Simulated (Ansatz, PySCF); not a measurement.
Mo(O)2(OH) (HMoO3), SMILES [Mo+](=[O])([OH])=[O], charge +1, multiplicity 1.

Coordinates come from a PBE0-D3(BJ)/def2-SVP optimisation. The spin state was assumed, not searched. The isomer is the one that the SMILES or the coordinates give; other isomers of the formula were not compared. The def2 effective core potentials stand for the cores of Mo; spin–orbit coupling is left out. One conformer was computed; it need not be the lowest.

Vertical ionisation energy (IE) and electron affinity (EA) in eV. Rows of orbital energies are one-electron estimates. Where ΔSCF, EOM or ADC give a negative EA the extra electron is unbound and the value depends on the basis.

```
level                                                                   IE     EA
-------------------------------------------------------------------  -----  -----
−ε(HOMO), −ε(LUMO), CAM-B3LYP/def2-TZVPD (PySCF)                     17.16   9.70
−ε(HOMO), −ε(LUMO), PBE/def2-TZVPD (PySCF)                           14.07  11.37
ΔSCF, PBE0/def2-SVPD (Ansatz), final states of multiplicity 2 and 2  18.09   8.65
ΔSCF, PBE/def2-SVPD (Ansatz), final states of multiplicity 2 and 2   17.94   8.28
```

What vertical singlet–triplet gap does ΔSCF give with PBE0/def2-SVPD (Ansatz, a first-principles code) and with PBE/def2-SVPD (Ansatz)? (An estimate is asked for; the answer gives what the named calculation found.)

2.47 and 2.79 eV (triplet above singlet where positive).
